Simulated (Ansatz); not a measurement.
One change: `[F][In]([Cl])[GeH3]` becomes `C#[C][In]([F])[Cl]`.

Ansatz, PBE0-D4/def2-TZVP geometries, multiplicity 1. 

Elements past krypton have def2 core potentials. Scalar relativity is left out up to krypton.

```csv
property,`[F][In]([Cl])[GeH3]`
HOMO–LUMO gap (B3LYP/def2-TZVPP) / eV,6.04
HOMO energy (ωB97M-V/def2-TZVPP) / eV,-10.52
HOMO energy (PBE/def2-TZVPP) / eV,-7.26
HOMO energy (B3LYP/def2-TZVPP) / eV,-8.25
size of the dipole moment (PBE/def2-TZVPP) / D,4.14
HOMO–LUMO gap (PBE0/def2-TZVPP) / eV,6.52
```

What does the change do to each property? (Estimate.)

Computed: 
```csv
property,`C#[C][In]([F])[Cl]`,shift
HOMO–LUMO gap (B3LYP/def2-TZVPP) / eV,6.41,0.37
HOMO energy (ωB97M-V/def2-TZVPP) / eV,-11.23,-0.71
HOMO energy (PBE/def2-TZVPP) / eV,-7.71,-0.45
HOMO energy (B3LYP/def2-TZVPP) / eV,-8.69,-0.44
size of the dipole moment (PBE/def2-TZVPP) / D,3.05,-1.09
HOMO–LUMO gap (PBE0/def2-TZVPP) / eV,6.98,0.46
```

The zero-point energy changes by -12.7 kJ/mol with -3 modes. Dipoles are sizes alone; their direction can turn.

B3LYP here is the variant with VWN-RPA as its local correlation; programs differ in this.
